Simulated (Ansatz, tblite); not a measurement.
System: H2B (cation, charge +1), singlet: symmetric bend, bond length relaxed. Scanned: H-B-H angle. Other coordinates (B-H bond length) were minimised at B3LYP/def2-TZVP.

Cartesian coordinates as functions of the variables (Å; names that start with a are angles):
```
B  0  0  0
H  r*sin(a/2)  0  r*cos(a/2)
H  -r*sin(a/2)  0  r*cos(a/2)
```

Levels: RKS-BLYP/cc-pVDZ = Ansatz (a quantum-chemistry and plane-wave program) with restricted BLYP/cc-pVDZ; RKS-PBE0/cc-pVDZ = restricted PBE0/cc-pVDZ run with Ansatz; CCSD(T)/cc-pVDZ = CCSD(T) on RHF/cc-pVDZ, frozen core (Ansatz); GFN2-xTB, 300 K electronic temperature (tblite); CCSD/cc-pVDZ = CCSD on RHF/cc-pVDZ, frozen core run with Ansatz; FCI/cc-pVDZ = full CI/cc-pVDZ, frozen core in Ansatz.

Energies in eV, each method relative to its own lowest point.

| a / ° | RKS-BLYP/cc-pVDZ | RKS-PBE0/cc-pVDZ | CCSD(T)/cc-pVDZ | GFN2-xTB | CCSD/cc-pVDZ | FCI/cc-pVDZ |
|---|---|---|---|---|---|---|
| 180 | 0.000 | 0.000 | 0.000 | 0.000 | 0.000 | 0.000 |
| 169.59 | 0.036 | 0.036 | 0.036 | 0.006 | 0.036 | 0.036 |
| 159.94 | 0.133 | 0.133 | 0.134 | 0.023 | 0.134 | 0.134 |
| 148.37 | 0.331 | 0.332 | 0.335 | 0.070 | 0.336 | 0.335 |
| 139.13 | 0.554 | 0.558 | 0.564 | 0.136 | 0.565 | 0.564 |
| 131.34 | 0.790 | 0.796 | 0.806 | 0.217 | 0.808 | 0.806 |
| 121.70 | 1.145 | 1.155 | 1.172 | 0.357 | 1.174 | 1.172 |
| 110.23 | 1.666 | 1.683 | 1.710 | 0.595 | 1.714 | 1.710 |
| 98.16 | 2.341 | 2.368 | 2.410 | 0.952 | 2.415 | 2.410 |
| 89.58 | 2.910 | 2.947 | 3.000 | 1.289 | 3.007 | 2.999 |
| 81.81 | 3.497 | 3.543 | 3.606 | 1.667 | 3.614 | 3.605 |
| 70.11 | 4.517 | 4.581 | 4.646 | 2.390 | 4.660 | 4.644 |

Problem. Order the methods in the basis of the full CI by their root-mean-square error against it, after the best constant shift.

Solution. CCSD(T)/cc-pVDZ 0.0007, CCSD/cc-pVDZ 0.0047, RKS-PBE0/cc-pVDZ 0.0238, RKS-BLYP/cc-pVDZ 0.0438 (eV).

The scan ran from 180.0 to 60.0; beyond the range shown the relaxed coordinates jump or full CI changes its symmetry label.
